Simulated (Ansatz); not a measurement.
Start from `OC(O)(F)Br` and change one element to get `[OH][Sn]([OH])([F])[Br]`.

Ansatz, PBE0-D4/def2-TZVP geometries, multiplicity 1. Each molecule was computed in one conformer, which needn't be the lowest.

Elements past krypton have def2 core potentials. Scalar relativity is left out up to krypton. Spin–orbit coupling is left out; it splits and shifts lone-pair levels of the heavy atoms by tenths of an eV.

```csv
property,`OC(O)(F)Br`
HOMO energy (PBE/def2-TZVPP) / eV,-6.98
HOMO energy (PBE0/def2-TZVPP) / eV,-8.39
LUMO energy (PBE/def2-TZVPP) / eV,-1.51
LUMO energy (ωB97M-V/def2-TZVPP) / eV,1.58
HOMO–LUMO gap (ωB97M-V/def2-TZVPP) / eV,12.28
zero-point energy (PBE0-D4/def2-TZVP) / kJ/mol,102.1
```

(1) What does the change do to each property? (An estimate is asked.)

Answers

(1) The calculation gave: 
```csv
property,`[OH][Sn]([OH])([F])[Br]`,shift
HOMO energy (PBE/def2-TZVPP) / eV,-7.77,-0.79
HOMO energy (PBE0/def2-TZVPP) / eV,-9.19,-0.80
LUMO energy (PBE/def2-TZVPP) / eV,-3.42,-1.91
LUMO energy (ωB97M-V/def2-TZVPP) / eV,-0.48,-2.06
HOMO–LUMO gap (ωB97M-V/def2-TZVPP) / eV,10.97,-1.31
zero-point energy (PBE0-D4/def2-TZVP) / kJ/mol,76.4,-25.7
```

With PBE0 the HOMO falls by 0.80 eV and the LUMO falls by 2.01 eV, so the gap narrows by about 1.21 eV. PBE moves the HOMO by -0.79 eV and ωB97M-V by -0.76 eV.

Positive LUMOs are unbound, so they and the gaps depend on the basis.
